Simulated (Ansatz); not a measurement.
Consider the cleavage of the B–B bond: `BB1CO1` + `BN` → `BNB` + `B1CO1`.

Calculated with Ansatz (gas phase, PBE0-D4/def2-TZVP geometries, no zero-point term in ΔE). CCSD(T)/CBS adds triple-zeta CCSD(T) − MP2 to the extrapolated MP2 energy (def2 sets, frozen cores). This one scheme is used for every species. Functionals use def2-TZVPP.

```
     level  ΔE (kcal/mol)
r2SCANh-D4          -23.2
    B2PLYP          -25.3
```

(1) What does CCSD(T)/CBS give? (An estimate is asked.)

(2) What do rigid-rotor, harmonic-oscillator terms from PBE0-D4/def2-TZVP frequencies (298.15 K, 1 bar) make of the CCSD(T)/CBS value? (Best estimate.)

Largest T1 diagnostic among the species: 0.016.

Answers

(1) Ansatz gave: -25.3 kcal/mol. The listed levels differ from it by 2.1, 0.0 kcal/mol.

(2) Ansatz gave: ΔZPE = +0.1 kcal/mol, ΔH = -25.6 kcal/mol, ΔS = -7 J/(mol·K), ΔG = -25.1 kcal/mol.

Leaving LDA and LC-ωPBE aside and taking each functional with its dispersion term where it has one, the values, not all of them listed here, spread over 4.7 kcal/mol, from BHLYP-D4 to PBE-D4. LDA lies −1.0 kcal/mol from PBE without D4. From BLYP to BHLYP (50 % exact exchange), in def2-TZVPP and without D4, ΔE moves by −3.1 kcal/mol. At CCSD(T), def2-SVP lies −2.0 kcal/mol from the extrapolated value and def2-TZVPP +0.1 kcal/mol.
